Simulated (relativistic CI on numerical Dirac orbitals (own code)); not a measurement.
## Cr2+: 3p photoemission

Computed with this model: Dirac-Coulomb-Breit CI, orbitals from a KLI potential per configuration, model QED (radiative potential, 1s self-energy scaled to tabulated hydrogen-like ionisation energies), multiplet model of photoemission in the sudden approximation, unscaled Slater integrals; configurations [Ar] 3d4 → [Ne] 3s2 3p5 3d4; 80 K; Lorentzian 0.8 eV and Gaussian 0.6 eV FWHM. Energies are those of the free ion, without screening or charge transfer. The energies are binding energies and can lie tens of eV above those of solids. S is read from ⟨S²⟩ = S(S + 1).

Field parameters in Wybourne normalisation: Td as Oh with Dq negative (B⁴₀ = 21Dq, B⁴₄ = √(5/14) B⁴₀). The field is a parameter set, without covalency.

free ion: ground-state S = 2.00, centroid 75.36 eV. Peaks (eV, height): 67.7 (79), 71.0 (100), 74.1 (32), 85.8 (31), 92.7 (41).

Td, 10Dq = -1450 cm⁻¹: ground-state S = 2.00, centroid 75.37 eV. Peaks (eV, height): 67.7 (79), 70.9 (100), 74.2 (34), 86.0 (31), 92.7 (40).

Td, 10Dq = -4000 cm⁻¹: ground-state S = 2.00, centroid 75.37 eV. Peaks (eV, height): 67.8 (75), 71.0 (100), 74.3 (31), 86.1 (31), 92.7 (37).

Td, 10Dq = -9050 cm⁻¹: ground-state S = 2.00, centroid 75.37 eV. Peaks (eV, height): 67.9 (69), 71.2 (100), 73.1 (39), 86.4 (32), 92.7 (36).

Td, 10Dq = -11600 cm⁻¹: ground-state S = 2.00, centroid 75.37 eV. Peaks (eV, height): 67.9 (66), 71.3 (100), 73.2 (40), 86.6 (33), 92.7 (38).

Td, 10Dq = -14150 cm⁻¹: ground-state S = 2.00, centroid 75.37 eV. Peaks (eV, height): 67.8 (67), 68.4 (67), 71.3 (100), 73.3 (41), 86.8 (35), 92.7 (41).

Strongest unbroadened transitions for free ion:

```csv
Energy (eV),Relative strength
67.68,54.9
67.73,19.6
67.74,84.6
67.77,33.0
67.78,19.4
70.88,53.3
70.96,100.0
71.00,66.5
71.45,16.8
71.48,28.2
72.08,86.7
74.16,18.3
74.17,26.0
85.80,66.0
85.92,16.4
91.77,29.1
92.67,45.8
92.72,49.2
```
